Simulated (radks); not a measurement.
The numbers below are computed, except where a source is named.
The phosphorus ion P+ inside a hard spherical wall (all orbitals vanish at R), configuration held at [Ne] 3s2 3p2 and not refilled when levels cross. Level of theory: scalar-relativistic Kohn-Sham, PBE, spin-polarised, spherical densities, point nucleus; open shells are filled with parallel spins first (a radial shooting solver on a logarithmic mesh with Libxc functionals). Eigenvalues in eV for spin up, with the zero of energy where the potential of the charges vanishes at infinity; a dash marks a level that is unbound or too diffuse for the functional's potential to be trusted. A positive occupied level is held by the wall or, in an anion where self-interaction has pushed it up, behind a barrier. The pressure on the wall is -dE/dV.

| R (bohr) | E (hartree) | kinetic (hartree) | e(2s) | e(2p) | e(3s) | e(3p) | e(4s, empty) | e(3d, empty) | pressure (GPa) |
|---|---|---|---|---|---|---|---|---|---|
| free | -341.58367 | 342.683 | -184.53 | -135.10 | -24.131 | -15.018 | - | -4.354 | 0 |
| 20 | -341.58367 | 342.683 | -184.53 | -135.10 | -24.131 | -15.018 | - | -4.354 | < 0.0001 |
| 10 | -341.58366 | 342.683 | -184.53 | -135.09 | -24.131 | -15.017 | -5.062 | -4.321 | < 0.0001 |
| 7 | -341.58307 | 342.690 | -184.49 | -135.05 | -24.103 | -14.985 | -3.784 | -3.953 | 0.0522 |
| 5 | -341.56187 | 342.852 | -183.69 | -134.25 | -23.597 | -14.349 | 2.569 | -2.130 | 3.62 |
| 2 | -336.40612 | 358.944 | -151.22 | -101.26 | 22.520 | 37.477 | 193.80 | 51.567 | 6280 |
| 1.5 | -325.73144 | 385.101 | -122.78 | -71.331 | 106.74 | 119.96 | 439.41 | 113.96 | 40400 |
